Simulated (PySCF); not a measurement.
**From computed data to an observable: oscillator strength and radiative lifetime**

Sb(Cl)2(Et) (C2H5Cl2Sb), SMILES C[CH2][Sb]([Cl])[Cl].

Geometry optimised at B3LYP-D3(BJ)/def2-SVP. The structure was generated by enumeration; whether it is a known compound was not checked. The def2 effective core potentials stand for the cores of Sb; spin–orbit coupling is left out. One conformer was computed; it need not be the lowest.

TDDFT-PBE/def2-SVPD (PySCF 2.14.0) puts the first singlet state with f over 0.02 at 5.60 eV (vertical), with the transition dipole (-0.410, -0.173, 0.132) in atomic units.

### Question
Find the oscillator strength, the wavelength and the radiative lifetime that this transition would have in vacuum if emission retraced absorption.

### Answer

|μ|² = 0.2155 au, so |μ| = 1.18 D. ΔE = 5.60/27.211 = 0.2058 hartree. f = (2/3) ΔE |μ|² = 0.030 (the program prints 0.030).
λ = 1239.84/5.60 = 221 nm; ν = 45167 cm⁻¹.
Einstein's coefficient A = 0.6670 ν² f s⁻¹ (ν in cm⁻¹) = 4.0e7 s⁻¹, so τ = 1/A = 25 ns. This state is S8; the lower singlets have f = 0.017, 0.011, 0.002, 0.008, 0.004, 0.010, 0.009. The figure is the radiative limit of this one transition; relaxation, internal conversion, crossing to triplets and a medium change what is measured.
